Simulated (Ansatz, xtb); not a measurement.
H2SeSi: which of two structures lies lower

Structure a is `[SiH2]=[Se]`, a singlet and structure b is a singlet given by its coordinates. Both are isolated molecules in the gas phase, relaxed with PBE0-D3(BJ)/def2-SVP.

a (Å):

```yaml
atoms:
  - { symbol: Se, position_ang: [-0.4948, -0.5426, -1.4330] }
  - { symbol: Si, position_ang: [0.1958, -0.3690, 0.5190] }
  - { symbol: H, position_ang: [0.4799, -1.5135, 1.4344] }
  - { symbol: H, position_ang: [0.4825, 0.9190, 1.2172] }
```

b (Å):

```xyz
4

Se    0.0402    2.6511   -0.0588
Si    1.0395    4.6543    0.2308
H     2.3940    3.9378    0.1812
H    -1.3468    3.1532   -0.0379
```

Close contacts (Å): Se1–Si2 2.26, Se1–H4 1.48, Si2–H3 1.53.

Quicker runs give these differences E(b) − E(a): GFN2-xTB +35.1 kcal/mol; HF/STO-3G −0.1 kcal/mol (at GFN2-xTB geometries); r2SCAN-D4/def2-SVP +14.5 kcal/mol (at GFN2-xTB geometries).

Problem. Estimate E(b) − E(a) at the level CCSD(T)/def2-TZVPP.

Solution. Calculated at CCSD(T)/def2-TZVPP: E(b) − E(a) = +13.6 kcal/mol, so structure a lies lower.

How the difference moves with the method:

```csv
level,geometry,E(b) − E(a) (kcal/mol),departure from the last row (kcal/mol),"job, with rough time for the two"
GFN2-xTB,GFN2-xTB,+35.1,+21.5,"optimisation, 0.21 s"
HF/STO-3G,GFN2-xTB,−0.1,−13.7,"single point, 0.44 s"
r2SCAN-D4/def2-SVP,GFN2-xTB,+14.5,+0.9,"single point, 2.5 s"
PBE0-D3(BJ)/def2-SVP,PBE0-D3(BJ)/def2-SVP,+12.2,−1.5,"optimisation, 16 s"
HF/def2-TZVPP,PBE0-D3(BJ)/def2-SVP,+15.2,+1.6,part of the CCSD(T) run
MP2/def2-TZVPP,PBE0-D3(BJ)/def2-SVP,+17.1,+3.4,part of the CCSD(T) run
CCSD(T)/def2-TZVPP,PBE0-D3(BJ)/def2-SVP,+13.6,,"single point, 17 s"
```

HF/STO-3G finds them nearly level. The largest departure from CCSD(T)/def2-TZVPP is that of GFN2-xTB, 21.5 kcal/mol.

With harmonic frequencies from PBE0-D3(BJ)/def2-SVP (ideal gas, rigid rotor, one conformer each, 400 K, 1 atm): the zero-point term adds −0.4 kcal/mol; ΔH is +13.4 and ΔG +12.4 kcal/mol.

The correlated steps freeze 14 core orbitals; the filled d shell of Se is correlated, in a basis made for valence electrons. Run with Ansatz 0.2.0, xtb 6.7.1; the last row on 1 thread of Intel(R) Xeon(R) Platinum 8259CL CPU @ 2.50GHz (Skylake/Cascade Lake) on a shared host.
